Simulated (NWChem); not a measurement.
System: sulfuric acid (H2SO4); SMILES O=S(=O)(O)O

Here is an NWChem input.

```
start job
memory heap 200 mb stack 900 mb global 1100 mb
geometry units angstroms noautosym nocenter noautoz
  O      0.821928     0.951370     0.806994
  S     -0.191319    -0.000173    -0.001061
  O     -0.853200     0.788207    -1.003759
  O     -0.862057    -0.789230     0.995200
  O      0.830625    -0.950738    -0.799301
  H      1.082782     1.682592     0.224934
  H      1.086593    -1.681661    -0.214690
end
basis spherical
  * library pcsseg-1
end
dft
  xc pbe0
  iterations 150
end
property
  shielding 4 1 2 3 6
end
task dft property
```

Structure relaxed at the PBE0/def2-SVP level.

GIAO values for the isolated, static molecule; σ is the absolute isotropic shielding, δ = σ(reference) − σ with the isolated reference molecule computed at the same levels (1H: tetramethylsilane, 17O: water).

Atoms are numbered as in the input.

**Question.** What results follow from this input? (PBE0/pcSseg-1, GIAO.) Quantities: δ O1 (ppm); σ S2 (ppm); δ O3 (ppm); δ H6 (ppm).

**Answer.** The δ O1 (ppm) is 213.6 and the σ S2 (ppm) is 180.5. The δ O3 (ppm) comes out as 234.2. The δ H6 (ppm) is 5.02.
